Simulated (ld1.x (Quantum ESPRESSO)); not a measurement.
promethium (Pm): ultrasoft pseudisation with LDA (PZ), scalar-relativistic reference atom.

```json
{
  "Element": "Pm",
  "Generator": "ld1.x (Quantum ESPRESSO) 7.5",
  "Type": "ultrasoft",
  "Functional": "LDA (PZ)",
  "Relativity": "scalar-relativistic",
  "Frozen core": "[Kr] 4d10",
  "Valence charge": "15",
  "Reference configuration": "4f4 5s2 5p6 5d1 6s2 6p0",
  "Partial waves": "5s (bound): rcut 1.76, rcutus 2.30 bohr; 6s (bound): rcut 1.76, rcutus 2.30 bohr; 5p (bound): rcut 1.80, rcutus 2.10 bohr; 6p (bound, empty): rcut 1.80, rcutus 2.10 bohr; 5d (bound): rcut 1.80, rcutus 2.42 bohr; 5d channel at 0.25 Ry: rcut 1.80, rcutus 2.42 bohr; 4f (bound): rcut 1.08, rcutus 1.46 bohr; 4f channel at -0.2 Ry: rcut 1.08, rcutus 1.46 bohr",
  "Local potential": "all-electron potential smoothed inside 2.00 bohr (lloc = -1)",
  "Core correction": "a·sin(br)/r model core inside 0.95 bohr",
  "Augmentation charge": "built from norm-conserving waves at rcut, not smoothed further"
}
```

Poles of the logarithmic derivatives, all-electron (AE) and pseudo (PS). s: poles at -3.2, 4.3 (AE) and -3.2, -1.6 (PS) Ry. p: poles at -1.5 (AE) and -3.0, -1.5 (PS) Ry. d: poles at 1.0 (AE) and 1.0 (PS) Ry. f: poles at -0.5, 4.2 (AE) and -0.6, 4.2 (PS) Ry. Test radius 2.64 bohr.

- Configuration tests: test run stopped at test 1 of 9 (negative rho)
- Lowest eigenvalue of the overlap operator: 0.08 (s channel)

A Bessel basis up to 400 Ry misses an occupied level by 0.66 Ry, so cutoffs and ghosts were not judged. The potential misses its own reference levels by up to 1.3 eV, so it is not fit for use.
